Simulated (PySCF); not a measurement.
Simulation results for AlGeH3NO

Calculation on a computer-drawn molecule: optimised geometry and harmonic frequencies of an isolated molecule of the commonest isotopes, restricted reference for singlets and unrestricted otherwise, frozen core in MP2; on germanium a core potential holds 10 electrons, which the energies leave out, and 3d is frozen in MP2 and coupled-cluster steps. Program: PySCF 2.14.0.

```yaml
- formula: AlGeH3NO
  start_structure:
    atoms_angstrom:
      - [O, 0.4554, -2.5922, 1.0019]
      - [Ge, 0.22, -0.9653, 0.5086]
      - ["N", 1.4054, -0.0693, -0.2903]
      - [Al, 2.4525, 0.9419, -1.0746]
      - [H, 1.2861, -3.0182, 0.8232]
      - [H, -1.1603, -0.5269, 0.9034]
      - [H, 3.4424, 1.8671, -1.8049]
  given:
    charge: 1
    multiplicity: 1
    method: MP2
    basis: "cc-pV(D+d)Z"
    basis_and_core_potential_on_germanium: "cc-pVDZ-PP ECP10MDF"
    drawn_bonds_atom: [1, 2, 3, 1, 2, 4]
    drawn_bonds_other_atom: [2, 3, 4, 5, 6, 7]
    drawn_bonds_order: [1, 1, 2, 1, 1, 1]
  results:
    optimised_atom_element: [O, Ge, "N", Al, H, H, H]
    "optimised_atom_x [angstrom]": [0.339, 0.2856, 1.62, 2.438, 1.182, -1.074, 3.311]
    "optimised_atom_y [angstrom]": [-2.643, -0.9932, -0.2538, 1.0, -3.102, -0.4168, 2.047]
    "optimised_atom_z [angstrom]": [1.067, 0.4926, -0.3089, -1.09, 0.8953, 0.8286, -1.818]
    "modes_frequency [cm^-1]": [61.13, 68.01, 232.9, 402.4, 414.5, 421.7, 523.3, 567.6, 729.7, 795.6, 932.3, 1236, 2118, 2293, 3790]
    "modes_reduced_mass [dalton]": [6.568, 6.767, 7.324, 1.338, 1.135, 1.156, 15.1, 1.046, 1.044, 15.12, 1.117, 13.22, 1.051, 1.021, 1.067]
    "rotational_constants [GHz]": [21.18, 1.567, 1.459]
    "total_energy [hartree]": -666.6164
    "convergence_status_largest_gradient_component [hartree/bohr]": 4.418e-05
```
